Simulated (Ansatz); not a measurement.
Al₂B₂. Total charge 0; triplet. Geometry PBE0-D4/def2-TZVP.

Cartesian coordinates in Å:
```
B -0.917 -0.136 0.060
B 0.477 -0.747 0.276
Al 0.451 0.938 1.440
Al -0.012 -0.055 -1.776
```

At HF/STO-3G the charge 0 triplet is spin-contaminated (final ⟨S²⟩ up to 2.34, 2.00 for a pure state). The order of the spin states hangs on the level: the singlet lies 0.08 eV below the triplet at BLYP-D4/def2-TZVP, but 0.79 eV above it at HF/STO-3G. The structure comes from a short search, and lower isomers may exist.

Estimate the α-spin orbital energies around the gap (eV) in Ansatz with HF/STO-3G, revPBE-D4/def2-TZVP, BLYP-D4/def2-TZVP, r2SCAN-D4/def2-TZVP, PBE0-D4/def2-TZVP.


| orbital | HF/STO-3G | revPBE-D4/def2-TZVP | BLYP-D4/def2-TZVP | r2SCAN-D4/def2-TZVP | PBE0-D4/def2-TZVP |
| --- | --- | --- | --- | --- | --- |
| HOMO−13 | -125.34 | -107.73 | -107.46 | -111.28 | -114.47 |
| HOMO−12 | -78.70 | -69.60 | -69.66 | -71.52 | -74.46 |
| HOMO−11 | -78.35 | -69.60 | -69.66 | -71.52 | -74.46 |
| HOMO−10 | -78.28 | -69.58 | -69.65 | -71.50 | -74.45 |
| HOMO−9 | -77.03 | -69.58 | -69.65 | -71.50 | -74.45 |
| HOMO−8 | -76.77 | -69.48 | -69.56 | -71.43 | -74.40 |
| HOMO−7 | -76.64 | -69.48 | -69.56 | -71.43 | -74.40 |
| HOMO−6 | -17.24 | -14.30 | -14.06 | -15.11 | -16.43 |
| HOMO−5 | -10.02 | -9.34 | -9.15 | -9.70 | -10.71 |
| HOMO−4 | -7.80 | -7.59 | -7.33 | -8.04 | -8.84 |
| HOMO−3 | -7.23 | -7.49 | -7.29 | -7.80 | -8.67 |
| HOMO−2 | -4.49 | -5.66 | -5.44 | -5.90 | -6.60 |
| HOMO−1 | -3.78 | -5.22 | -4.99 | -5.53 | -6.16 |
| HOMO | -2.64 | -4.64 | -4.45 | -5.00 | -5.72 |
| LUMO | 7.22 | -3.57 | -3.37 | -3.54 | -2.88 |
| LUMO+1 | 8.93 | -2.37 | -2.19 | -2.29 | -1.71 |
| LUMO+2 | 9.94 | -2.16 | -1.97 | -2.12 | -1.47 |
| LUMO+3 | 10.80 | -1.85 | -1.68 | -1.73 | -1.17 |
| LUMO+4 | 14.75 | -0.20 | -0.05 | 0.06 | 0.52 |
| LUMO+5 | 16.09 | 0.15 | 0.30 | 0.38 | 0.84 |
| β HOMO | -1.87 | -5.22 | -5.09 | -5.35 | -5.93 |
| β LUMO | 5.73 | -4.20 | -4.19 | -4.03 | -3.60 |
